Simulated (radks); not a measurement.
Question: Radial electron density D(r) = 4 pi r^2 rho(r) of an atom or ion with 69 electrons. Method: scalar-relativistic Kohn-Sham, Slater X-alpha with alpha = 0.959, spin-polarised, spherical densities, point nucleus; computed with a radial shooting solver on a logarithmic mesh with Libxc functionals.

| r (bohr) | D(r) (e/bohr) | spin D(r) |
|---|---|---|
| 0.002146 | 18.15 | 0.00000894 |
| 0.002498 | 22.47 | 0.0000110 |
| 0.002932 | 27.89 | 0.0000136 |
| 0.003413 | 33.91 | 0.0000163 |
| 0.003973 | 40.79 | 0.0000195 |
| 0.004662 | 48.86 | 0.0000230 |
| 0.005428 | 57.14 | 0.0000265 |
| 0.006319 | 65.69 | 0.0000300 |
| 0.007415 | 74.49 | 0.0000333 |
| 0.008633 | 82.03 | 0.0000360 |
| 0.01005 | 88.10 | 0.0000379 |
| 0.0117 | 92.06 | 0.0000391 |
| 0.01373 | 93.47 | 0.0000399 |
| 0.01598 | 92.19 | 0.0000408 |
| 0.01861 | 89.01 | 0.0000421 |
| 0.02184 | 85.12 | 0.0000437 |
| 0.02542 | 82.95 | 0.0000420 |
| 0.02959 | 84.31 | 0.0000280 |
| 0.03473 | 90.89 | -0.0000201 |
| 0.04043 | 101.5 | -0.000126 |
| 0.04707 | 113.6 | -0.000313 |
| 0.05479 | 122.9 | -0.000558 |
| 0.0643 | 125.0 | -0.000672 |
| 0.07485 | 118.4 | -0.0000453 |
| 0.08714 | 106.9 | 0.00270 |
| 0.1023 | 97.10 | 0.0110 |
| 0.119 | 96.39 | 0.0294 |
| 0.1386 | 104.0 | 0.0664 |
| 0.1626 | 112.3 | 0.138 |
| 0.1893 | 109.7 | 0.252 |
| 0.2204 | 93.27 | 0.421 |
| 0.2566 | 71.01 | 0.646 |
| 0.3011 | 55.46 | 0.927 |
| 0.3506 | 54.61 | 1.19 |
| 0.4081 | 61.24 | 1.40 |
| 0.4789 | 63.91 | 1.48 |
| 0.5575 | 56.57 | 1.41 |
| 0.6491 | 43.07 | 1.23 |
| 0.7617 | 29.50 | 0.979 |
| 0.8867 | 20.96 | 0.732 |
| 1.032 | 16.07 | 0.502 |
| 1.202 | 12.66 | 0.308 |
| 1.41 | 9.235 | 0.154 |
| 1.642 | 6.110 | 0.0623 |
| 1.911 | 3.625 | 0.0163 |
| 2.243 | 1.996 | -0.000232 |
| 2.611 | 1.237 | -0.00259 |
| 3.04 | 0.9022 | -0.00200 |
| 3.567 | 0.7008 | -0.00186 |
| 4.153 | 0.5163 | -0.00212 |
| 4.835 | 0.3286 | -0.00205 |
| 5.628 | 0.1735 | -0.00152 |
| 6.605 | 0.07034 | -0.000822 |
| 7.689 | 0.02343 | -0.000342 |
| 8.951 | 0.006034 | -0.000106 |
| 10.5 | 0.001067 | -0.0000225 |
| 12.23 | 0.0001495 | -0.00000367 |

What is the nuclear charge?

Answer: Z = 69. The innermost maximum, from 1s, lies near gamma/Z bohr with gamma = sqrt(1 - (Z/c)^2) = 0.864, here 0.0125 bohr (found: 0.0137), and its height grows with Z. The density is that of neutral thulium in [Xe] 4f13 6s2; the configuration itself is not fixed sharply by these data, and Z only to a few units. D(r) has 4 maxima, at r = 0.0137, 0.0618, 0.171, 0.464 bohr, and minima at 0.0262, 0.112, 0.326 bohr, inside which lie 1.92, 11.13, 29.64 electrons.
